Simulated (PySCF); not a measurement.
Compound: [BF3(PMe3)], C₃H₉BF₃P.
InChI=1S/C3H9BF3P/c1-8(2,3)4(5,6)7/h1-3H3

The calculation used PySCF, TDDFT CAM-B3LYP/def2-SVPD, vertical, gas phase, core orbitals frozen in the response. Geometry: PBE0-D3(BJ)/def2-SVP; no solvent, vibrations or thermal averaging. Torsions of this conformer, `[CH3:1][P+:2]([CH3:3])([CH3:4])[B-:5]([F:6])([F:7])[F:8]`: C1–P2–B5–F6 57°.

Computed states:

```csv
state,E (eV),f
S1,7.56,0.0068
S2,8.03,0.061
S3,8.04,0.061
S4,8.82,0.212
S5,9.09,0.0008
S6,9.09,0.0008
S7,9.12,0.015
S8,9.49,0.0008
S9,9.49,0.0010
```

Broadening: Gaussians 0.3 eV wide at half height, area fixed by f = 4.319×10⁻⁹ ∫ε dν̃. The cross-section is σ = 3.8235×10⁻²¹ ε cm², given in Mb (10⁻¹⁸ cm²). The width is an assumption, not a result. The curve ends short of the highest state used, and states not computed would add to its high-energy end.

Question: What does the envelope look like, and where are its maxima?

Answer: 
(λ (nm), σ (Mb)): (139.4, 62.65), (140.4, 73.01), (141.4, 67.26), (142.4, 49.16), (143.4, 28.74), (144.4, 13.56), (145.4, 5.23), (146.4, 1.77), (147.4, 0.99), (148.4, 1.96), (149.4, 5.09), (150.4, 11.26), (151.4, 20.57), (152.4, 31.17), (153.4, 39.47), (154.4, 42.04), (155.4, 37.93), (156.4, 29.18), (157.4, 19.31), (158.4, 11.17), (159.4, 5.91), (160.4, 3.26), (161.4, 2.33), (162.4, 2.24), (163.4, 2.36), (164.4, 2.34), (165.4, 2.08), (166.4, 1.64), (167.4, 1.15), (168.4, 0.72), (169.4, 0.40), (170.4, 0.20), (171.4, 0.09), (172.4, 0.04), (173.4, 0.01), (174.4, 0.00)

Maxima: 164 nm (7.57 eV), ε about 620, made up of S1 (98%); 154 nm (8.04 eV), ε about 11000, made up of S2 (50%) and S3 (50%); 141 nm (8.82 eV), ε about 19000, made up of S4 (99%) (ε in L mol⁻¹ cm⁻¹; maxima over ε = 5, shares over 10%).

Question: Coming from long wavelengths, where does ε first pass 100 L mol⁻¹ cm⁻¹?

Answer: At about 169 nm (7.32 eV), 0.24 eV below S1.

Question: What would ε be at 8.82 eV, the highest of these maxima, with half the width (0.15 eV)?

Answer: About 38100 L mol⁻¹ cm⁻¹ against 19100, a factor of about 1.99; a lone state at its own centre would give exactly 2.

All these states lie below the vertical ionisation energy of 10.22 eV (ΔSCF).

On one thread of an Arm Neoverse V1 (shared host), this took 1.8 min and 1.4 GiB of memory at its peak.
